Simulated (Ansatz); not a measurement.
Input for Ansatz (an electronic-structure program): U-wB97X-V/cc-pVTZ on CH6BN (SMILES CBN), a point of a bond scan (R = 1.509 Å).

Ansatz 0.2 input:
```yaml
crystal:
  periodic: [false, false, false]
  atoms:
    - {symbol: B, position_ang: [-0.40473597, -0.13480654, 0.32621441]}
    - {symbol: H, position_ang: [-1.24160538, -0.47995243, 1.11052684]}
    - {symbol: C, position_ang: [1.10762713, -0.49998646, 0.54395436]}
    - {symbol: H, position_ang: [1.23440243, -1.58565610, 0.60751525]}
    - {symbol: H, position_ang: [1.46275122, -0.10660429, 1.50203988]}
    - {symbol: H, position_ang: [1.77496577, -0.12948036, -0.23901313]}
    - {symbol: N, position_ang: [-0.83495421, 0.59935740, -0.77786552]}
    - {symbol: H, position_ang: [-2.27888555, 0.96698211, -1.01711664]}
    - {symbol: H, position_ang: [-0.21034237, 0.93570230, -1.49344212]}
basis:
  gaussian:
    orbitals: cc-pVTZ
hamiltonian:
  xc: {name: wB97X-V}
magnetization: {spin_polarized: true, initial_magnetization: 0}
```

It printed:

```
WARN ansatz: RAYON_NUM_THREADS=1 ignored (pool sized by the plan → 1); use --threads N
Functional definition: wB97X-V
integrals: 0.09 GiB planned
911 factors; their error is unknown
integrals: 0.12 GiB planned
231 factors; integrals over basis functions are off by at most 1.8e-5 eV
mean field: 1.03 GiB planned
mean field evaluation 1: about -3294.4975 eV, gradient 3.6e1 eV
mean field evaluation 2: about -3295.0629 eV, gradient 3.5e1 eV
mean field evaluation 4: about -3300.3198 eV, gradient 1.5e0 eV
mean field evaluation 8: about -3300.3373 eV, gradient 4.3e-2 eV
mean field evaluation 16: about -3300.3246 eV, gradient 1.8e-5 eV
mean field -3300.32462564 eV, -121.2846929520 hartree, gradient 1.8e-5 eV, S^2 0.000000; 0 other end points of the search recorded, 0 dependent functions left out
reference -3300.32462375 eV, -121.2846928826 hartree; 12, 12 occupied and 162, 162 virtual orbitals, 911 factors
Total energy: -3300.32462375 eV, -121.2846928826 hartree
```

The calculation finished and met its thresholds.

Cost: around 11 core-seconds (rough).
